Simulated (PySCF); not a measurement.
C$_{8}$H$_{12}$F$_{2}$O: full NMR table

```yaml
Formula: C8H12F2O
SMILES: CC(C)[C@H]1C[C@](F)(C(=O)F)C1
InChI: InChI=1S/C8H12F2O/c1-5(2)6-3-8(10,4-6)7(9)11/h5-6H,3-4H2,1-2H3/t6-,8+
Point_group_of_the_computed_structure: C1
Degrees_of_unsaturation: 2
Carbon_signals: 6
Proton_signals: 5
```

Atom-mapped SMILES (the numbers label the heavy atoms): `[CH3:1][CH:2]([CH3:3])[C@H:4]1[CH2:5][C@:6]([F:7])([C:8](=[O:9])[F:10])[CH2:11]1`. Each H is labelled by its parent atom. Ha(C5), Ha(C11) are cis to C2 on the ring; Hb(C5), Hb(C11) are trans to C2 on the ring.

All values are calculated (PySCF 2.14): PBE0/pcSseg-1 with gauge-including orbitals, coordinates at the GFN2-xTB level. Single conformer, no solvent model, non-relativistic Hamiltonian, fast rotation and ring inversion assumed for equivalent nuclei.

Shifts are taken against calculated references (same method and geometry level): TMS for ¹H (σ = 31.72 ppm) and ¹³C (σ = 186.93 ppm); ¹⁹F (σ = 170.95 ppm) against CFCl3; ¹⁷O (σ = 336.08 ppm) against H2O.

| carbon | δC, type | δH (multiplicity) | HMBC from (2–3 bonds) | span of the C tensor (ppm) |
| --- | --- | --- | --- | --- |
| C1/C3 | 21.0, CH3 | 0.93 (d) | H(C4), H(C2), H(C1)/H(C3) | 36 |
| C2 | 41.5, CH | 1.29 (m) | Hb(C5)/Hb(C11), Ha(C5)/Ha(C11), H(C4), H(C1)/H(C3) | 32 |
| C4 | 33.3, CH | 1.62 (m) | Hb(C5)/Hb(C11), Ha(C5)/Ha(C11), H(C2), H(C1)/H(C3) | 38 |
| C5/C11 | 42.1, CH2 | Ha(C5) 2.26 (m); Hb(C5) 2.78 (m) | Hb(C5)/Hb(C11), Ha(C5)/Ha(C11), H(C4), H(C2) | 42 |
| C6 | 88.3, C | – | Hb(C5)/Hb(C11), Ha(C5)/Ha(C11), H(C4) | 84 |
| C8 | 175.5, C | – | Hb(C5)/Hb(C11), Ha(C5)/Ha(C11) | 201 |

Other nuclei:
```
atoms  nucleus                environment  δ (ppm)  σ (ppm)
  F10      ¹⁹F       fluorine bonded to C     43.6    127.4
   F7      ¹⁹F  fluorine on an sp3 carbon   -168.0    339.0
   O9      ¹⁷O            carbonyl oxygen    433.8    -97.7
```

- Carbon types of the structure: 2 × C, 2 × CH, 2 × CH2, 2 × CH3, which accounts for all hydrogens.
- δC 175.5: carbonyl carbon.
- δC 88.3: fully substituted sp3 carbon bonded to F, α to a carbonyl; the inductive effect lowers its shielding.
- δC 42.1: sp3 CH2 in a ring; aliphatic region, no heteroatom directly attached.
- δC 33.3: sp3 CH in a ring; aliphatic region, no heteroatom directly attached.
- δH 1.29: hydrogen on an sp3 CH; far from electronegative atoms and π systems.

Splittings by ¹⁹F in the carbon and heteronuclear signals aren't shown, as no couplings were computed. Shifts are as computed. Against solution values, carbons near 30 ppm lie about +3 ppm off and those near 130 ppm about +5 ppm. Of 1211 compounds with measured shifts, 218 miss one by over three times the rms of a fit or turn the order of signals round; such compounds aren't used in these exercises. Unscaled 19F shifts against computed CFCl3 carry errors that often reach 10 to 50 ppm. Unscaled 17O shifts of doubly bonded oxygen tend to come out too high, by tens of ppm or more. Experimental scales use liquid or dissolved standards, which lie at an offset from isolated H2O (liquid H2O: subtract about 36 ppm). No couplings were computed; multiplicities are counted from neighbouring protons, with m where these are inequivalent, close in shift, in a saturated or five-membered ring or joined by F or P, and br s for small geminal =CH2 splittings.
